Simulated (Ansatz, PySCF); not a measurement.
CH7GeNSi2, SMILES [SiH3][C]1=N[SiH2][GeH2]1. Atoms are numbered in the order given.

```xyz
12

Si     2.6161    -0.2719    -0.5156
C      0.7379    -0.0155    -0.4549
N      0.0472     0.2771    -1.5053
Si    -1.6588     0.4128    -0.9232
Ge    -0.5421    -0.1207     1.1011
H      3.1476    -0.0932    -1.8942
H      2.9176    -1.6475    -0.0178
H      3.2528     0.7063     0.4165
H     -2.2230     1.7761    -1.1324
H     -2.5596    -0.5834    -1.5687
H     -0.3361     0.9277     2.2080
H     -0.6828    -1.5048     1.7579
```

Geometry optimised at ωB97X-D3(BJ)/def2-SVP. This is a generated structure with no PubChem entry under its InChIKey; it may be hypothetical.

Two levels are set side by side: PBE-D3(BJ)/def2-SVP (Ansatz, a program for electronic structure) and ωB97X-D3(BJ)/def2-SVP (PySCF). Each level has its own optimised geometry; the coordinates shown are those of the second. Frequencies come from the Hessian of PySCF at each geometry. Differences are taken from unrounded values.

```csv
quantity,ωB97X-D3(BJ)
mean bond length (Å),1.660
bond Si1–C2 (Å),1.897
bond C2–N3 (Å),1.291
bond C2–Ge5 (Å),2.018
bond N3–Si4 (Å),1.808
bond Si4–Ge5 (Å),2.373
bond Si1–H6 (Å),1.488
bond Si1–H7 (Å),1.494
bond Si1–H8 (Å),1.494
bond Si4–H9 (Å),1.490
bond Si4–H10 (Å),1.490
bond Ge5–H11 (Å),1.538
bond Ge5–H12 (Å),1.538
highest harmonic wavenumber (cm⁻¹),2279
mean harmonic wavenumber (cm⁻¹),1008
zero-point energy (kcal/mol),43.25
```

**Question.** What does PBE-D3(BJ) give, and how far is it from ωB97X-D3(BJ)? (The exact figures need the calculation; the answer reports its results.)

**Answer.** 
```tsv
quantity	PBE-D3(BJ)	PBE-D3(BJ) minus ωB97X-D3(BJ)
mean bond length (Å)	1.679	0.019
bond Si1–C2 (Å)	1.908	0.011
bond C2–N3 (Å)	1.296	0.006
bond C2–Ge5 (Å)	2.060	0.043
bond N3–Si4 (Å)	1.821	0.013
bond Si4–Ge5 (Å)	2.412	0.039
bond Si1–H6 (Å)	1.502	0.014
bond Si1–H7 (Å)	1.506	0.013
bond Si1–H8 (Å)	1.506	0.013
bond Si4–H9 (Å)	1.506	0.016
bond Si4–H10 (Å)	1.506	0.016
bond Ge5–H11 (Å)	1.559	0.021
bond Ge5–H12 (Å)	1.559	0.021
highest harmonic wavenumber (cm⁻¹)	2183	-96
mean harmonic wavenumber (cm⁻¹)	945	-64
zero-point energy (kcal/mol)	40.52	-2.73
```

GGA bonds tend to be longer and softer than those of functionals with exact exchange. Differences between two approximate levels are no errors against the true value.
